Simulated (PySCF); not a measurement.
Species: CBr₄, SMILES `BrC(Br)(Br)Br` (charge 0, multiplicity 1).

Question: Predict the HOMO, HOMO–LUMO gap and dipole moment from PBE-D3(BJ)/def2-TZVP (PySCF 2.14.0).

Answer: 
The HOMO is -6.99 eV, the HOMO–LUMO gap comes out as 3.35 eV and the dipole moment comes out as 0.00 D.
